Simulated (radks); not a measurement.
The numbers below are computed, except where a source is named.
Question: Ionisation of Gd, [Xe] 4f7 5d1 6s2, to Gd+, [Xe] 4f7 5d1 6s1, under several functionals. Scalar-relativistic Kohn-Sham, spin-polarised, spherical densities, point nucleus; open shells are filled with parallel spins first (spin-orbit coupling, left out, can overturn this in heavy ions); a radial shooting solver on a logarithmic mesh with Libxc functionals. Known Delta-SCF values: XLYP 6.141 eV. What does LDA (Slater exchange, Perdew-Wang correlation) give, and what is its highest occupied eigenvalue?

Answer: 6.256 eV by Delta-SCF; the 5d eigenvalue is -3.098 eV. NIST: 6.150 eV (measured).
